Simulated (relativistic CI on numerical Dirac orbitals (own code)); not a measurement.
## Transition arrays of Cd21+

Method of calculation: Dirac-Coulomb-Breit CI, KLI orbitals optimised for each configuration, model QED, valence Slater integrals scaled by 0.9, whole transition arrays (own radial code, finite nucleus).

Configurations in the expansion (outside the closed core [Ne] 3s2): 3p6 3d9, 3p6 3d8 4f, 3p5 3d10, 3p6 3d8 4p, 3p6 3d8 5f. Levels of other configurations are missing.

All E1 lines from the levels of 3p6 3d9; mean and standard deviation are weighted by gf, and upper levels are sorted by their leading configuration.

| Upper configuration | Lines | Σgf | Mean (eV) | Mean (nm) | σ (eV) | Strongest line (nm) |
| --- | --- | --- | --- | --- | --- | --- |
| 3p6 3d8 4f | 81 | 51.9 | 614.09 | 2.019 | 5.02 | 2.011 |
| 3p5 3d10 | 3 | 1.9 | 219.96 | 5.637 | 14.25 | 5.900 |
| 3p6 3d8 4p | 60 | 4.4 | 460.20 | 2.694 | 4.40 | 2.712 |
| 3p6 3d8 5f | 81 | 23.1 | 764.81 | 1.621 | 5.46 | 1.613 |

Σgf per state of the lower configuration in bins of 0.05 nm over the central range (centre: value): 1.575: 0.10, 1.625: 2.16, 1.975: 0.50, 2.025: 4.30, 2.075: 0.38, 2.675: 0.27, 2.725: 0.14.

Q: How do configuration mixing and the scaling of the Slater integrals move the arrays?

A: Slater scale 0.9, no configuration mixing: 3p6 3d8 4f 614.9 ± 5.1 eV (Σgf 56.6), 3p5 3d10 221.0 ± 14.3 eV (Σgf 2.2), 3p6 3d8 4p 460.3 ± 4.4 eV (Σgf 3.9), 3p6 3d8 5f 763.9 ± 5.5 eV (Σgf 17.2); Slater scale 1: 3p6 3d8 4f 615.6 ± 5.3 eV (Σgf 52.0), 3p5 3d10 219.7 ± 14.2 eV (Σgf 1.9), 3p6 3d8 4p 460.4 ± 4.7 eV (Σgf 4.4), 3p6 3d8 5f 765.5 ± 5.8 eV (Σgf 23.1); Slater scale 0.8: 3p6 3d8 4f 612.5 ± 4.7 eV (Σgf 51.8), 3p5 3d10 220.2 ± 14.3 eV (Σgf 2.0), 3p6 3d8 4p 460.0 ± 4.1 eV (Σgf 4.3), 3p6 3d8 5f 764.1 ± 5.1 eV (Σgf 23.0). With mixing, levels are counted to their leading configuration, so an array can shrink or vanish into another, and the sums then hold other lines.
